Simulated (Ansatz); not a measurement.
Consider the substitution at a C–Si bond: `[SiH3]SC[SiH2]Cl` + CH₃OH → `COCS[SiH3]` + `[SiH3]Cl`.

Gas-phase electronic energies from Ansatz, PBE0-D4/def2-TZVP geometries. CBS: MP2 limit from def2 TZ/QZ plus the TZ coupled-cluster correction, frozen cores. This one scheme is used for every species. Functionals use def2-TZVPP. B3LYP here is the variant with VWN-RPA as its local correlation; programs differ in this. Each species was taken in one conformer, which may not be the lowest.

```json
{"level": "PBE-D4", "ΔE (kJ/mol)": "53.7"}
{"level": "r2SCAN-D4", "ΔE (kJ/mol)": "51.8"}
{"level": "B2PLYP", "ΔE (kJ/mol)": "51.2"}
{"level": "PBE", "ΔE (kJ/mol)": "49.8"}
{"level": "PBE0", "ΔE (kJ/mol)": "54.0"}
{"level": "B3LYP", "ΔE (kJ/mol)": "47.2"}
{"level": "HF/def2-QZVPP", "ΔE (kJ/mol)": "46.0"}
{"level": "CCSD/CBS(def2)", "ΔE (kJ/mol)": "60.8"}
```

What does CCSD(T)/CBS give? (Estimate.)

Computed: +60.4 kJ/mol. The listed levels differ from it by -6.7, -8.6, -9.2, -10.6, -6.4, -13.2, -14.4, 0.4 kJ/mol.

Largest T1 diagnostic among the species: 0.012.

From PBE to PBE0 (25 % exact exchange), in def2-TZVPP and without D4, ΔE moves by +4.2 kJ/mol. In def2-TZVPP, CCSD(T) changes the Hartree–Fock value by +8.5 kJ/mol (the triples alone add −0.4 kJ/mol) and MP2 by +14.5 kJ/mol.
